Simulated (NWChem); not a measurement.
System: CaHOBr; SMILES [OH][Ca][Br]

Input file for NWChem:

```
start job
memory heap 200 mb stack 900 mb global 1100 mb
geometry units angstroms noautoz
  Ca     0.134190     0.927885    -0.003335
  Br     0.207976    -1.715002    -0.015078
  O     -0.632488     2.753253     0.044061
  H     -1.079797     3.612472     0.058460
end
basis spherical
  * library def2-svpd
end
dft
  xc b3lyp
  iterations 150
end
tddft
  cis
  nroots 6
  notriplet
end
task tddft energy
```

Structure relaxed at the PBE-D3(BJ)/def2-SVP level. B3LYP is NWChem's, with the RPA form of VWN correlation.

Vertical excitations in the gas phase.

Question: Give the results of this calculation. (B3LYP/def2-SVPD, TDA.) Quantities: lowest excitation, singlet (eV); lowest state with f > 0.02, singlet (eV); orbital gap (eV).

Answer: 
* **lowest excitation, singlet (eV)**: 4.18
* **lowest state with f > 0.02, singlet (eV)**: 4.18
* **orbital gap (eV)**: 5.05
